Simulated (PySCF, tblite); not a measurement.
C₁₀H₈S.
Z-matrix (Å and degrees, GFN2-xTB geometry), rows numbered from 1:
```
C 
C   1  1.3275
C   2  1.4556  1  126.69
C   3  1.3915  2  123.93  1    -0.26
C   4  1.3904  3  121.81  2  -179.96
C   5  1.3778  4  121.13  3    -0.01
C   6  1.3953  5  119.05  4    -0.01
C   7  1.4279  6  128.89  5   180.00
C   8  1.3475  7  112.67  6  -179.97
S   9  1.7312  8  113.50  7    -0.02
C   3  1.3996  2  119.60  1   179.76
H   1  1.0762  2  121.21  3   179.97
H   1  1.0764  2  122.80  3    -0.05
H   2  1.0836  1  119.17  3   180.00
H   4  1.0784  3  119.33  2     0.02
H   5  1.0802  4  119.14  3   179.99
H   6  1.0796  5  121.24  4   179.99
H   8  1.0757  7  123.27  6     0.04
H   9  1.0728  8  128.22  7   179.99
```

Method used: PBE0/pcSseg-1 in PySCF (dipole) on a GFN2-xTB geometry, gas phase.

Take the most abundant isotopes and a rigid rotor. The values belong to one conformer with, in the numbering `[CH2:1]=[CH:2][c:3]1[cH:4][cH:5][cH:6][c:7]2[cH:8][cH:9][s:10][c:11]12`, C1–C2–C3–C4 0°.

(1) What are A, B and C (MHz)?

(2) What kind of rotor is it?

(3) Is it planar, by Δ = Ic − Ia − Ib?

(4) List the rotational levels J(Ka,Kc) to J = 5 (K).

(5) Which types of transition are allowed, and where do some lines up to J = 3 fall?

## Answers

(1) Ia = 329.61, Ib = 520.00, Ic = 849.60 u·Å²; 505379 MHz·u·Å²/I gives A = 1533, B = 971.9, C = 594.8 MHz.

(2) An asymmetric top. Ray's parameter κ = (2B − A − C)/(A − C) = -0.196; −1 is the prolate and +1 the oblate limit.

(3) Planar: Δ = Ic − Ia − Ib = 0.00 u·Å². For a rigid frame Δ = −2 Σ m c², so it vanishes when all atoms lie in the ab plane; here none is more than 0.01 Å from it.

(4) Above 0(0,0), as E/k:
J = 1: 1(0,1) 0.075, 1(1,1) 0.102, 1(1,0) 0.120
J = 2: 2(0,2) 0.219, 2(1,2) 0.234, 2(1,1) 0.289, 2(2,1) 0.370, 2(2,0) 0.376
J = 3: 3(0,3) 0.423, 3(1,3) 0.429, 3(1,2) 0.536, 3(2,2) 0.595, 3(2,1) 0.624, 3(3,1) 0.779, 3(3,0) 0.780
J = 4: 4(0,4) 0.682, 4(1,4) 0.684, 4(1,3) 0.855, 4(2,3) 0.891, 4(2,2) 0.960, 4(3,2) 1.089, 4(3,1) 1.099, 4(4,1) 1.333, 4(4,0) 1.333
J = 5: 5(0,5) 0.997, 5(1,5) 0.998, 5(1,4) 1.235, 5(2,4) 1.252, 5(2,3) 1.381, 5(3,3) 1.476, 5(3,2) 1.510, 5(4,2) 1.723, 5(4,1) 1.726, 5(5,1) 2.034, 5(5,0) 2.034

(5) The dipole components are |μa| = 0.29 D, |μb| = 0.56 D, |μc| = 0.00 D; the mirror of this Cs structure is the ab plane, so μc vanishes by symmetry and there are no c-type lines. The squared components, which scale the intensities, stand as 0.27 : 1.00 (a : b). Some lines, for components of 0.1 D or more:

```json
{"type": "a", "branch": "Q", "J(Ka,Kc)": "2(1,1) ← 2(1,2)", "MHz": "1131", "lower level (cm⁻¹)": "0.163"}
{"type": "a", "branch": "R", "J(Ka,Kc)": "1(0,1) ← 0(0,0)", "MHz": "1567", "lower level (cm⁻¹)": "0.000"}
{"type": "b", "branch": "Q", "J(Ka,Kc)": "2(2,0) ← 2(1,1)", "MHz": "1820", "lower level (cm⁻¹)": "0.201"}
{"type": "b", "branch": "Q", "J(Ka,Kc)": "3(1,2) ← 3(0,3)", "MHz": "2367", "lower level (cm⁻¹)": "0.294"}
{"type": "b", "branch": "R", "J(Ka,Kc)": "2(0,2) ← 1(1,1)", "MHz": "2436", "lower level (cm⁻¹)": "0.071"}
{"type": "a", "branch": "R", "J(Ka,Kc)": "2(1,2) ← 1(1,1)", "MHz": "2756", "lower level (cm⁻¹)": "0.071"}
{"type": "b", "branch": "Q", "J(Ka,Kc)": "3(2,2) ← 3(1,3)", "MHz": "3455", "lower level (cm⁻¹)": "0.298"}
{"type": "b", "branch": "R", "J(Ka,Kc)": "3(0,3) ← 2(1,2)", "MHz": "3922", "lower level (cm⁻¹)": "0.163"}
{"type": "a", "branch": "R", "J(Ka,Kc)": "3(1,3) ← 2(1,2)", "MHz": "4061", "lower level (cm⁻¹)": "0.163"}
{"type": "b", "branch": "R", "J(Ka,Kc)": "2(2,0) ← 1(1,1)", "MHz": "5708", "lower level (cm⁻¹)": "0.071"}
{"type": "b", "branch": "R", "J(Ka,Kc)": "3(2,2) ← 2(1,1)", "MHz": "6384", "lower level (cm⁻¹)": "0.201"}
{"type": "b", "branch": "R", "J(Ka,Kc)": "3(3,1) ← 2(2,0)", "MHz": "8388", "lower level (cm⁻¹)": "0.261"}
```

Its lowest GFN2-xTB frequency is 15i cm⁻¹, too small to tell a flat minimum from a shallow saddle. These are rigid-rotor constants of the computed structure; measured ground-state constants (B0) also hold zero-point vibration.
